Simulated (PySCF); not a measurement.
C2H8AlAs, SMILES [CH3][Al]([CH3])[AsH2].

Coordinates come from a PBE0-D3(BJ)/def2-SVP optimisation. The structure was generated by enumeration; whether it is a known compound was not checked.

Method: PBE0-D3(BJ)/def2-SVP (PySCF).

Frequencies are harmonic and unscaled.

Computed harmonic wavenumbers and intensities:
```
mode  ν (cm⁻¹)  IR (km/mol)  moving atoms (share of kinetic energy)
----  --------  -----------  --------------------------------------
1           18          0.0                                  H 97 %
2           35          0.0                                  H 97 %
3           93          3.9         H 62 %, C 20 %, Al 10 %, As 9 %
4          127          0.7                 H 59 %, C 25 %, Al 13 %
5          146          3.0                 C 47 %, H 34 %, As 15 %
6          160          7.6                 Al 50 %, H 32 %, C 16 %
7          308         10.1        Al 43 %, As 26 %, C 19 %, H 11 %
8          445          5.8                                  H 96 %
9          529          4.9                                  H 96 %
10         553          2.7                          H 79 %, C 18 %
11         592         24.6                 C 50 %, H 30 %, Al 20 %
12         618          2.4                          H 65 %, C 28 %
13         666         55.5                 H 70 %, C 19 %, Al 11 %
14         715         82.7                 Al 40 %, H 33 %, C 27 %
15         741        179.5                 H 64 %, C 22 %, Al 13 %
16         989         24.1                                  H 99 %
17        1206         44.0                          H 79 %, C 21 %
18        1207         12.4                          H 80 %, C 20 %
19        1415          1.4                                  H 95 %
20        1416          1.6                                  H 96 %
21        1421          0.7                                  H 95 %
22        1425          5.4                                  H 95 %
23        2207         65.9                                  H 99 %
24        2222         86.8                                  H 99 %
25        3037          2.9                                  H 97 %
26        3038          2.9                                  H 97 %
27        3127          4.0                           H 91 %, C 9 %
28        3130          4.8                           H 91 %, C 9 %
29        3154          4.3                           H 91 %, C 9 %
30        3158          4.3                           H 91 %, C 9 %
```
